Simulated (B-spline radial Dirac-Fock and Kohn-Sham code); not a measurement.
**The Lγ1 (L2-N4) line from Ta to Tl**

Model: Dirac-Fock ΔSCF + Breit + QED. Program: a radial B-spline solver. Free neutral atoms. No correlation.

| Z | element | energy (eV) | wavelength (Å) |
| --- | --- | --- | --- |
| 73 | Ta | 10893.4 | 1.1382 |
| 74 | W | 11283.2 | 1.0988 |
| 75 | Re | 11682.4 | 1.0613 |
| 76 | Os | 12091.3 | 1.0254 |
| 78 | Pt | 12938.7 | 0.95824 |
| 79 | Au | 13377.9 | 0.92678 |
| 80 | Hg | 13827.7 | 0.89664 |
| 81 | Tl | 14288.4 | 0.86772 |

Q: How well does Moseley's law, √E linear in Z, describe these energies?

A: A straight-line fit gives √(E/eV) = 1.8950·(Z − 17.95). The slope squared is 0.2639 Ry, against 0.1875 Ry for a hydrogen-like ion. The residuals, fit less computed, are Ta -11.4, W -2.2, Re +4.7, Os +9.1, Pt +9.9, Au +5.6, Hg -2.2, Tl -13.6 eV.
